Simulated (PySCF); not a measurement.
C10H8, SMILES c1ccc2ccccc2c1.

Geometry: r2SCAN-D4/def2-SVP.

Calculation: PBE/def2-SVP in PySCF.

Symmetry labels are those of the subgroup D2h that the program uses (full group D2h).

Task: List the valence orbital energies around the gap with their symmetry. (The exact figures need the calculation; the answer reports its results.)

Result: 
| orbital | symmetry | energy (eV) |
|---|---|---|
| HOMO−7 | B1u | -9.57 |
| HOMO−6 | B2u | -8.84 |
| HOMO−5 | B3g | -8.06 |
| HOMO−4 | B1g | -8.05 |
| HOMO−3 | Ag | -7.86 |
| HOMO−2 | B2g | -7.06 |
| HOMO−1 | B3u | -6.13 |
| HOMO | Au | -5.39 |
| LUMO | B1g | -1.97 |
| LUMO+1 | B2g | -1.19 |
| LUMO+2 | B3u | -0.26 |
| LUMO+3 | Ag | 1.08 |
